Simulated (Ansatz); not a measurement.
`CNB(C)O` + HBr → `CB(O)Br` + CH₃NH₂  (ligand exchange at a B–N bond)

Isolated molecules relaxed with PBE0-D4/def2-TZVP in Ansatz; ΔE leaves out vibrations. CCSD(T)/CBS is the MP2 limit (def2-TZVPP, def2-QZVPP) plus CCSD(T) − MP2 in def2-TZVPP, frozen cores. DFT in def2-TZVPP. B3LYP here is the variant with VWN-RPA as its local correlation; programs differ in this. For Br outer-core shells are correlated without core-valence functions, which leaves a few kJ/mol of doubt a bond. Scalar relativity is left out up to krypton. Each species was taken in one conformer, which may not be the lowest.

`CNB(C)O`:

Cartesian coordinates in Å:
```
C -0.328 -1.339 -1.387
N 0.293 -0.650 -0.286
B -0.108 0.543 0.353
C 0.724 1.129 1.554
O -1.228 1.246 -0.029
H -0.646 -2.351 -1.113
H -1.221 -0.807 -1.722
H 0.338 -1.416 -2.253
H 1.125 -1.097 0.060
H 1.046 2.151 1.333
H 0.102 1.192 2.452
H 1.612 0.542 1.801
H -1.710 0.858 -0.762
```

HBr:

Cartesian coordinates in Å:
```
Br -0.328 0.053 0.628
H 0.328 -0.053 -0.628
```

`CB(O)Br`:

Cartesian coordinates in Å:
```
C -0.552 -0.282 0.848
B 0.279 0.066 -0.417
O 0.442 1.332 -0.839
Br 1.126 -1.363 -1.449
H -0.961 0.611 1.323
H -1.375 -0.956 0.592
H 0.064 -0.820 1.575
H 0.978 1.412 -1.634
```

CH₃NH₂:

Cartesian coordinates in Å:
```
C -0.174 0.319 0.437
N 0.178 -0.240 -0.858
H 0.024 -0.332 1.301
H -1.237 0.571 0.446
H 0.375 1.251 0.590
H -0.329 -1.100 -1.024
H 1.162 -0.470 -0.891
```

| level | ΔE (kcal/mol) | difference from CCSD(T)/CBS |
| --- | --- | --- |
| B3LYP-D4 | 5.2 | 1.2 |
| ωB97X-V | 4.3 | 0.3 |
| ωB97M-V | 4.5 | 0.5 |
| B2PLYP | 4.4 | 0.4 |
| PBE | 3.6 | -0.4 |
| r2SCAN | 3.7 | -0.3 |
| PBE0 | 3.8 | -0.2 |
| B3LYP | 4.7 | 0.7 |
| SCS-MP2/def2-TZVPP | 3.8 | -0.2 |
| CCSD/def2-TZVPP | 4.8 | 0.8 |
| CCSD(T)/def2-TZVPP | 4.6 | 0.6 |
| HF/def2-QZVPP | 3.9 | -0.1 |
| MP2/def2-QZVPP | 3.2 | -0.8 |
| SCS-MP2/def2-QZVPP | 3.6 | -0.4 |
| HF/CBS(def2) | 3.9 | -0.1 |
| MP2/CBS(def2) | 2.9 | -1.1 |
| CCSD(T)/CBS | 4.0 | 0 |

Largest T1 diagnostic among the species: 0.011.
